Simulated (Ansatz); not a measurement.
Program: Ansatz. Geometries: PBE0-D4/def2-TZVP. ΔE: electronic, gas phase. CBS: MP2 limit from def2 TZ/QZ plus the TZ coupled-cluster correction, frozen cores. This one scheme is used for every species. DFT in def2-TZVPP. One conformer a species, not always the lowest.

Consider the ligand exchange at a B–C bond: `BC1C=CN1` + `N=C=N` → `BN=C=N` + `C1=CNC1`.

CCSD(T)/CBS gives -84.9 kJ/mol.

Q: Another level gave -77.7 kJ/mol. Which?
A. r2SCAN/def2-TZVPP
B. SCS-MP2/def2-TZVPP
C. revPBE-D4/def2-TZVPP
D. BHLYP-D4/def2-TZVPP

A: A. r2SCAN -77.7, SCS-MP2/def2-TZVPP -87.8, BHLYP-D4 -104.1, revPBE-D4 -72.7 kJ/mol.

Largest T1 diagnostic among the species: 0.017.

In def2-TZVPP, CCSD(T) changes the Hartree–Fock value by +43.8 kJ/mol (the triples alone add +8.3 kJ/mol) and MP2 by +52.5 kJ/mol. The D4 term adds +4.4 kJ/mol with B3LYP and +2.2 kJ/mol with PBE0; it sums over pairs of atoms, weighted by their polarisabilities, and B3LYP, whose exchange is more repulsive, gets the larger term. Leaving LDA and LC-ωPBE aside and taking each functional with its dispersion term where it has one, the values spread over 31.4 kJ/mol, from BHLYP-D4 to revPBE-D4. LDA lies +12.9 kJ/mol from PBE without D4.

B3LYP here is the variant with VWN-RPA as its local correlation; programs differ in this.
